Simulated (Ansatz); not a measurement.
Program: Ansatz. Geometries: PBE0-D4/def2-TZVP. ΔE: electronic, gas phase. CBS: MP2 limit from def2 TZ/QZ plus the TZ coupled-cluster correction, frozen cores. This one scheme is used for every species. DFT in def2-TZVPP. B3LYP here is the variant with VWN-RPA as its local correlation; programs differ in this. One conformer a species, not always the lowest.

Reaction (cleavage of the Si–Si bond): `C=C[Si](N)(O)[SiH3]` + H–F → `C=C[Si](N)(O)F` + SiH₄

```tsv
level	ΔE (kJ/mol)	difference from CCSD(T)/CBS
PBE-D4	-147.2	21.9
r2SCAN-D4	-172.7	-3.6
PBE0-D4	-154.8	14.3
B3LYP-D4	-170.7	-1.6
ωB97X-V	-172.4	-3.3
ωB97M-V	-177.8	-8.7
B2PLYP	-180.1	-11.0
PBE	-153.3	15.8
r2SCAN	-174.7	-5.6
PBE0	-160.6	8.5
B3LYP	-180.4	-11.3
HF/def2-TZVPP	-206.8	-37.7
MP2/def2-TZVPP	-173.5	-4.4
SCS-MP2/def2-TZVPP	-180.5	-11.4
CCSD/def2-TZVPP	-177.3	-8.2
CCSD(T)/def2-TZVPP	-172.2	-3.1
HF/def2-QZVPP	-208.8	-39.7
MP2/def2-QZVPP	-172.4	-3.3
SCS-MP2/def2-QZVPP	-179.4	-10.3
HF/CBS(def2)	-209.1	-40.0
MP2/CBS(def2)	-170.3	-1.2
CCSD/CBS(def2)	-174.2	-5.1
CCSD(T)/CBS	-169.1	0
```

Largest T1 diagnostic among the species: 0.012.

The D4 term adds +9.7 kJ/mol with B3LYP and +5.8 kJ/mol with PBE0; it sums over pairs of atoms, weighted by their polarisabilities, and B3LYP, whose exchange is more repulsive, gets the larger term. In def2-TZVPP, CCSD(T) changes the Hartree–Fock value by +34.6 kJ/mol (the triples alone add +5.1 kJ/mol) and MP2 by +33.3 kJ/mol. From PBE to PBE0 (25 % exact exchange), in def2-TZVPP and without D4, ΔE moves by −7.3 kJ/mol.
